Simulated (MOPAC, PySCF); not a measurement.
C10H9BO, SMILES `Bc1ccc2cc(O)cc-2cc1`, neutral singlet in the gas phase. 

Z-matrix (Å, degrees):
```
C
C 1 1.3939
C 2 1.3923 1 129.21
H 3 1.0943 2 114.70 1 -179.88
H 2 1.0954 3 115.78 4 0.02
C 1 1.3970 2 125.94 5 0.07
H 6 1.0902 1 125.92 2 0.04
C 6 1.4107 7 126.45 1 -179.99
O 8 1.3313 6 126.88 7 0.03
H 9 0.9640 8 109.54 6 0.03
C 8 1.4107 9 122.53 10 -179.97
H 11 1.0881 8 125.54 9 0.01
C 11 1.3935 12 126.82 8 -179.99
C 13 1.3972 11 125.93 12 0.05
C 14 1.3893 13 129.29 11 179.92
H 15 1.0943 14 114.77 13 -179.81
H 14 1.0953 15 115.86 16 0.08
C 3 1.4115 4 114.58 2 -179.95
B 18 1.5441 3 116.89 4 -0.18
H 19 1.2103 18 120.37 3 -179.84
H 19 1.2104 20 119.35 16 179.79
```
Charge 0, multiplicity 1.

All levels are single points at this geometry (PBE0-D3(BJ)/def2-SVP); Pople sets use spherical d functions. Orbital energies aren't observables, and empty levels follow the basis.

BP86/6-31G* in PySCF gives dipole (D) = 3.46.

Problem. Estimate the dipole (D) from each of these levels: ωB97X-D3(BJ)/def2-TZVP in PySCF; B3LYP/6-311+G** in PySCF; M06-2X/6-31G* in PySCF; HF/STO-3G in PySCF; PM3 in MOPAC.

Solution. 
| level | dipole (D) |
|---|---|
| ωB97X-D3(BJ)/def2-TZVP in PySCF | 2.15 |
| B3LYP/6-311+G** in PySCF | 2.57 |
| M06-2X/6-31G* in PySCF | 2.28 |
| HF/STO-3G in PySCF | 1.29 |
| PM3 in MOPAC | 1.40 |
